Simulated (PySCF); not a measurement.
How methods differ on the ionisation energy of Pr⁺

Pr⁺ [Xe] 4f3 6s1 [4f5/2^3 6s1/2^1, M_J = 4] → Pr²⁺ [Xe] 4f3 [4f5/2^3, M_J = 9/2], as a difference of total energies. All numbers are calculated (PySCF 2.14, the two-component X2C-1e Hamiltonian, in x2c-SVPall-2c (7s10p9d3f1g, 112 functions)). Correlated levels: [Ar] 3d10 frozen; the 16 highest virtual spinors dropped. "Screened" scales the spin-orbit matrix elements by Boettger's factors to mimic the two-electron term; Breit and QED terms are absent.

```tsv
method	ionisation energy (eV)	difference from reference (eV)
GHF (spin-free)	9.860	-0.771
GMP2 (spin-free)	10.508	-0.123
GHF (screened spin-orbit)	9.859	-0.772
GMP2 (screened spin-orbit)	10.505	-0.126
```

Reference: 10.631 ± 0.02 eV (semi-empirical (NIST evaluation); NIST Atomic Spectra Database, ionization energies).

The spin-free rows relax to the high-spin LS determinant and lack the spin-orbit shift.

Errors of the correlated levels include the incompleteness of this basis and the frozen core.

The labels give the starting determinants; with spin-orbit coupling the two ends relaxed to ⟨J²⟩ = 23.19, ⟨L²⟩ = 41.81, ⟨S²⟩ = 5.96 and ⟨J²⟩ = 26.92, ⟨L²⟩ = 41.80, ⟨S²⟩ = 3.74.

The determinant of Pr⁺ and of Pr²⁺ mixes levels of different J (the jj label is only the starting occupation), so the difference between spin-free and spin-orbit rows is not the physical spin-orbit shift.
